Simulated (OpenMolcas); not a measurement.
Levels of Ni III by method

| Item | Value |
| --- | --- |
| Program | OpenMolcas |
| Basis | ANO-RCC-VQZP [7s6p4d3f2g1h] |
| Scalar Hamiltonian | DKH3, point nucleus |
| Active space | 8 electrons in 5 orbitals (3d) |
| State averaging | 2S+1 = 3 even, 10 roots; 2S+1 = 1 even, 15 roots |
| Spin-orbit coupling | RASSI with atomic mean-field integrals over the reference wave functions, term energies averaged over their components |

Methods on the same reference wave functions:
A. CASSCF
B. SS-CASPT2, IPEA 0.25 Eh, imaginary shift 0.1 Eh (closed shells correlated: 3s 3p)

Energies in cm⁻¹ above 3d⁸ ³F₄, the measured ground level; measured values from Corliss and Sugar, J. Phys. Chem. Ref. Data 10, 197 (1981).

```tsv
Level	A	B	Measured
3d⁸ ³F₄	0.0	0.0	0.0
3d⁸ ³F₃	1364	1367	1361
3d⁸ ³F₂	2302	2280	2270
3d⁸ ¹D₂	17143	12940	14032
3d⁸ ³P₂	20768	16670	16662
3d⁸ ³P₁	21158	17070	16978
3d⁸ ³P₀	21431	17330	17231
3d⁸ ¹G₄	26577	22700	23109
3d⁸ ¹S₀	64014	52150	52532
```

Deviations, from unrounded energies. A percentage is the sum of absolute deviations over the sum of measured energies, with the sign that they share, or ± where signs differ.

```
                        Against measurement  Levels      A     B
             mean absolute deviation (cm-1)       8   3800   260
      fine structure of the ground term (%)       2   +1.0  +0.4
other terms of the ground configuration (%)       6  +21.7  ±1.5
```

B lies closest to measurement on these levels. The largest miss of B in the table is 3d⁸ ¹D₂, by -1100 cm-1. The ranking rests on the paired levels alone, and a cruder setting can come out closer through cancelling errors.

From A to B the spin-free energies of the other terms of 3d⁸ shown, above ³F, scale by factors of 0.74 to 0.85, as is usual when dynamic correlation screens the repulsion within a d or f shell.

The lowest spin-free term lies below A's lowest term by 0.729 hartree in B.

Term energies are means over components that CASPT2 splits; among the terms shown or strongly mixed into the levels shown the widest spread is 840 cm-1 (3d⁸ ³F, B). Some levels mix across a computed gap that differs much from the measured one, so their mixing is not that of the real levels. Without dynamic correlation excited terms often stand tens of per cent too high (terms of higher spin than the ground term too low), and those without a measured partner can miss by more than the paired ones (holds for A). Measured partners are found by configuration, term and J. A level has none where our copy of the source lacks it or the pairing is in doubt (some pairs that miss far off the trend of their configuration count as doubtful), and it then counts in no deviation. Only configurations of the active space appear.
